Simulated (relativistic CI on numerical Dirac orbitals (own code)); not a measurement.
**Si⁺: from the plainest model towards the measured levels**

Calculated with a relativistic CI code on KLI orbitals (one set per configuration, finite nucleus), adding one ingredient at a time: step 1, Dirac-Coulomb, each configuration alone; step 2, with Breit and QED terms; step 3, with configuration mixing; step 4, with scaled Slater integrals (0.85); step 5, with a P86 correlation estimate; step 6, tied to the ionisation limit. P86 is a density functional for the correlation energy, evaluated here for each configuration and added to its levels. Step 6 is semi-empirical: configurations made of the next ion and one excited electron move by -6741 cm⁻¹, so that their limit matches the tabulated ionisation energy, and those with a non-penetrating f or g electron also take the P86 value of the least penetrating other one.

CI space (outside the closed core [Ne]): 3s2.3p, 3s.3p2, 3s2.4s, 3s2.3d, 3s2.4p, 3s2.5s, 3s2.4d, 3s2.4f, 3s2.5p, 3s.3p.3d, 3s2.5d, 3s2.5f, 3s2.5g, 3s.3p.4s, 3p3, 3s.3p.4p.

Computed minus measured energy above the ground level, in cm⁻¹, for 18 of the 46 excited levels that pair in every step (one J of a term; a digit in brackets numbers repeated terms):

```
Configuration  Term    J  Measured  Step 1  Step 2  Step 3  Step 4  Step 5  Step 6
       3s2.3p   2P°  3/2       287      17       1     -22     -16     -16     -16
       3s.3p2    4P  1/2     42824  -11101  -11132   -2600   -1237    -829    -829
       3s.3p2    2D  3/2     55309    5547    5508    3151    2587    3538    1573
       3s2.4s    2S  1/2     65500   -2169   -2177    4910    3070    6362    -294
       3s2.3d    2D  3/2     79338   -7621   -7645    8628    4926    6978    1914
       3s2.4p   2P°  1/2     81191   -2836   -2850    4964    2971    6808     155
       3s2.5s    2S  1/2     97972   -4106   -4120    4554    2335    7355     624
       3s2.4d    2D  3/2    101023   -4428   -4448    6055    3297    7463    1008
       3s2.4f   2F°  7/2    103556   -4353   -4371    3912    1778    9096     429
       3s2.5p   2P°  1/2    103861   -4119   -4135    4141    2035    7298     672
     3s.3p.3d   2D°  3/2    108779    3112    3057   -2957    -905     909     910
       3s2.5d    2D  3/2    112395   -4632   -4650    4563    2182    7488     853
       3s2.5f   2F°  7/2    113760   -4662   -4679    3774    1593    8916     239
       3s2.5g    2G  7/2    114177   -5038   -5055    3720    1479    8815     104
     3s.3p.3d   4F°  3/2    114266  -11476  -11522   -2746   -1843     504     505
     3s.3p.4s   4P°  1/2    116862  -11663  -11694   -2955   -3340     282     282
     3s.3p.4s   2P°  1/2    121444   -9679   -9714    -667   -2165    1435    1296
          3p3   4S°  3/2    123034   -8458   -8530     244     228    1015    1016
```

Mean absolute errors in cm⁻¹, over all paired levels and for the first 12 configurations:

```tsv
Configuration, levels	Step 1	Step 2	Step 3	Step 4	Step 5	Step 6
all, 46	7093	7117	3785	2358	3809	940
3s2.3p, 1	17	1	22	16	16	16
3s.3p2, 8	6991	6990	5633	2605	2879	2387
3s2.4s, 1	2169	2177	4910	3070	6362	294
3s2.3d, 2	7631	7655	8631	4927	6979	1916
3s2.4p, 2	2836	2852	4963	2970	6807	155
3s2.5s, 1	4106	4120	4554	2335	7355	624
3s2.4d, 2	4429	4450	6056	3297	7463	1007
3s2.4f, 2	4354	4371	3912	1778	9096	429
3s2.5p, 2	4119	4136	4141	2035	7298	671
3s.3p.3d, 13	9694	9733	2283	2092	607	608
3s2.5d, 2	4632	4651	4563	2182	7488	853
3s2.5f, 2	4662	4679	3774	1593	8916	239
```

Measured levels: NIST Handbook of Basic Atomic Spectroscopic Data (Sansonetti and Martin, J. Phys. Chem. Ref. Data 34, 1559 (2005)).

The mean absolute error is lowest at step 6 (940 cm⁻¹), and the largest single drop is from step 2 to 3 (7117 to 3785). The Breit and QED terms change the top of the ground term (measured 287) from 304 to 289. Mixing lowers the ground level by 8776, with 3p3 as its largest admixture; relative to it the configurations that move most are 3s2.3d by +16286, 3s2.4d by +10506, 3s2.5d by +9214. Configurations whose own partners of that kind are not in the list rise by much of that lowering, so a short list can trade one imbalance for another. The P86 estimate moves 3s2.5g by +7336, 3s2.5f by +7323, 3s2.4f by +7318, and takes the mean absolute error of the excited configurations from 2410 to 3893; it adds to levels that were already too high. Step 6 takes that error from 3893 to 960; the error more than halves for 3s2.4s, 3s2.3d, 3s2.4p, 3s2.5s, 3s2.4d, 3s2.5p, 3s2.5d; 3s2.4f, 3s2.5f, 3s2.5g gain from the shift and the changed P86 value together.
